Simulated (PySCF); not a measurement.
**How exact exchange moves a shielding**

Molecule: `C1C[SiH](C#C)C1`, C5H8Si.

Atom-mapped SMILES (the numbers label the heavy atoms): `[CH:1]#[C:2][SiH:3]1[CH2:4][CH2:5][CH2:6]1`; H(Xn) means a hydrogen on atom n. Ha(C4), Ha(C5), Ha(C6) are cis to C2 on the ring; Hb(C4), Hb(C5), Hb(C6) are trans to C2 on the ring.

GIAO shieldings (ppm, equivalent atoms averaged) in PySCF 2.14 on the PBE0-D3(BJ)/def2-SVP geometry, basis pcSseg-1, gas phase, non-relativistic:

```tsv
functional	exact exchange (%)	σ(C2)	σ(C5)	σ(Si3)
BLYP	0	88.9	149.8	360.9
BP86	0	92.5	155.3	369.8
PBE	0	92.4	155.7	370.7
PBE0	25	95.9	162.4	384.5
mPW1PW91	25	95.6	161.4	383.1
BHandHLYP	50	96.0	163.1	389.5
HF	100	104.9	173.4	421.7
```

Problem. Fit each shielding as a line in the percentage of exact exchange.

Solution. σ(C2) = 91.5 + 0.13 x (rms 1.5 ppm); σ(C5) = 154.6 + 0.19 x (rms 2.4 ppm); σ(Si3) = 367.7 + 0.53 x (rms 3.8 ppm). The functionals also differ in their semilocal parts, which the line can't hold; Hartree–Fock has no correlation at all.

Problem. What does the line predict for B3LYP (20 %), and what does the run give?

Solution. σ(C2): 94.1 predicted, 91.7 computed; σ(C5): 158.4 predicted, 155.9 computed; σ(Si3): 378.3 predicted, 372.2 computed ppm.
